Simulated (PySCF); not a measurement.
**Electronic structure of Tc²⁺ (technetium, charge +2) at the PBE0 level**

Configuration: [Kr] 4d4 5s1, high-spin 6D determinant (an excited configuration). All numbers are calculated (PySCF 2.14, scalar relativity by spin-free X2C-1e, in x2c-QZVPPall (13s8p7d4f2g, 118 functions)).

* Total energy: -4283.99 hartree
* One-electron energy: -5872.79 hartree
* Hartree (Coulomb) energy: 1717.56 hartree
* Exchange-correlation energy: -128.75 hartree
* ⟨S²⟩: 8.7509
* ⟨L²⟩: 6.009
* Sum of ⟨r⟩: 26.45 bohr
* Sum of ⟨r²⟩: 35.09 bohr²
* Traceless quadrupole moment −½Σ⟨3z² − r²⟩ along its main axis: -0.663 e·bohr²
* Langevin diamagnetic susceptibility: -27.8 ×10⁻⁶ cm³/mol

| shell | electrons | mean orbital energy (hartree) | spread (hartree) | rms radius, mean of both spins (bohr) |
| --- | --- | --- | --- | --- |
| 1s α | 1 | -769.45741 | 0 | 0.0394 |
| 1s β | 1 | -769.45615 | 0 | 0.0394 |
| 2s α | 1 | -111.18867 | 0 | 0.162 |
| 2s β | 1 | -111.16202 | 0 | 0.162 |
| 2p α | 3 | -99.56209 | 0.00465 | 0.144 |
| 2p β | 3 | -99.54020 | 0.01039 | 0.144 |
| 3s α | 1 | -20.32297 | 0 | 0.444 |
| 3s β | 1 | -20.30736 | 0 | 0.444 |
| 3p α | 3 | -16.47506 | 0.01551 | 0.448 |
| 3p β | 3 | -16.45833 | 0.01996 | 0.448 |
| 3d α | 5 | -10.24286 | 0.01534 | 0.437 |
| 3d β | 5 | -10.21350 | 0.02394 | 0.437 |
| 4s α | 1 | -3.66790 | 0 | 1.12 |
| 4s β | 1 | -3.52848 | 0 | 1.12 |
| 4p α | 3 | -2.58797 | 0.00585 | 1.24 |
| 4p β | 3 | -2.42676 | 0.04940 | 1.24 |
| 4d α | 4 | -1.05982 | 0.03332 | 1.68 |
| 5s α | 1 | -0.79101 | 0 | 2.89 |

Densities and radii are taken from the X2C orbitals without a picture-change correction, which distorts them close to the nucleus.
